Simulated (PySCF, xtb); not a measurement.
C3H5, SMILES C=C[CH2], multiplicity 2.

Geometry: ωB97X-D3(BJ)/def2-TZVP.

Method: IEF-PCM-PBE0/def2-SVP in PySCF.

The values are the electrostatic part of the solvation free energy, E(continuum) − E(gas) at the gas-phase geometry, in a cavity of scaled van der Waals radii (PySCF's table); cavitation and dispersion terms are not included. The dipole moment in vacuum is 0.05 D.

Problem. Estimate the values in water (ε = 78.36), benzene (ε = 2.27), acetonitrile (ε = 35.69). (Estimate from the structure and the level; the computed values follow.)

Solution. 
| solvent | ε | ΔG(elec) (kcal/mol) | dipole (D) |
|---|---|---|---|
| water | 78.36 | -1.5 | 0.05 |
| benzene | 2.27 | -0.6 | 0.05 |
| acetonitrile | 35.69 | -1.5 | 0.05 |

For comparison, GFN2-xTB/ALPB(water) (xtb, at the GFN2-xTB geometry, all terms of that model) gives -0.3 kcal/mol.
